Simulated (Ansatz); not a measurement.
The pair A = CH4 (SMILES C) (first 5 atoms), B = HI (SMILES I); geometry from B3LYP-D3(BJ)/def2-TZVP.
(charge 0, multiplicity 1):
```csv
atom,x (Å),y (Å),z (Å)
C,-0.1406,-0.0624,-0.1220
H,-0.9665,0.4336,0.3869
H,-0.2462,0.0772,-1.1969
H,0.8051,0.3694,0.2042
H,-0.1561,-1.1282,0.1040
I,0.2620,-0.6072,4.1568
H,0.1332,-0.4224,2.5576
```

Correlated levels freeze the cores. Filled d and f shells under p-block atoms count as core.

Programs: Ansatz (a quantum-chemistry and plane-wave program). Values without a source in brackets are computed. In def2 rows elements past Kr take small-core potentials, without spin–orbit coupling.

Total energies (hartree), monomers frozen at their geometry in the pair:

```
structure              HF/def2-TZVPPD  MP2/def2-TZVPPD  CCSD(T)/def2-TZVPPD
---------------------  --------------  ---------------  -------------------
AB                       -337.4564135     -337.8080012         -337.8598072
A in the pair's basis     -40.2144300      -40.4128810          -40.4395213
B in the pair's basis    -297.2428303     -297.3937725         -297.4191554
A                         -40.2144170      -40.4127584          -40.4394000
B                        -297.2427809     -297.3933791         -297.4187239
```

Task: Work out the interaction energy without and with the counterpoise correction, and the superposition error, for each level.

Result: 
E(AB) − E(A) − E(B), times 627.509 kcal/mol, with the monomers in their own basis and then in the pair's basis:
- HF/def2-TZVPPD: 0.49 uncorrected, 0.53 corrected; the monomers gain 0.04 kcal/mol from borrowed functions
- MP2/def2-TZVPPD: -1.17 uncorrected, -0.85 corrected; the monomers gain 0.32 kcal/mol from borrowed functions
- CCSD(T)/def2-TZVPPD: -1.06 uncorrected, -0.71 corrected; the monomers gain 0.35 kcal/mol from borrowed functions
